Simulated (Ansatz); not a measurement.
Isolated molecules relaxed with PBE0-D4/def2-TZVP in Ansatz; ΔE leaves out vibrations. CCSD(T)/CBS is the MP2 limit (def2-TZVPP, def2-QZVPP) plus CCSD(T) − MP2 in def2-TZVPP, frozen cores. This one scheme is used for every species. Functionals use def2-TZVPP. B3LYP here is the variant with VWN-RPA as its local correlation; programs differ in this. For Se outer-core shells are correlated without core-valence functions, which leaves a few kJ/mol of doubt a bond. Scalar relativity is left out up to krypton. Each species was taken in one conformer, which may not be the lowest.

Consider the substitution at a C–Se bond: `C[Se]C(O)O` + `N[SiH3]` → `OC(O)N[SiH3]` + `C[SeH]`.

| level | ΔE (kJ/mol) | difference from CCSD(T)/CBS |
| --- | --- | --- |
| ωB97M-V | -6.4 | -3.8 |
| PBE0 | -6.4 | -3.8 |
| B3LYP | -5.5 | -2.9 |
| HF/def2-TZVPP | -21.3 | -18.7 |
| MP2/def2-TZVPP | -0.7 | 1.9 |
| HF/def2-QZVPP | -21.2 | -18.6 |
| MP2/def2-QZVPP | 1.4 | 4.0 |
| HF/CBS(def2) | -21.2 | -18.6 |
| MP2/CBS(def2) | 2.9 | 5.5 |
| CCSD/CBS(def2) | -5.5 | -2.9 |
| CCSD(T)/CBS | -2.6 | 0 |

Largest T1 diagnostic among the species: 0.011.

In def2-TZVPP, CCSD(T) changes the Hartree–Fock value by +15.0 kJ/mol (the triples alone add +3.0 kJ/mol) and MP2 by +20.5 kJ/mol. From PBE to PBE0 (25 % exact exchange), in def2-TZVPP and without D4, ΔE moves by −5.9 kJ/mol.
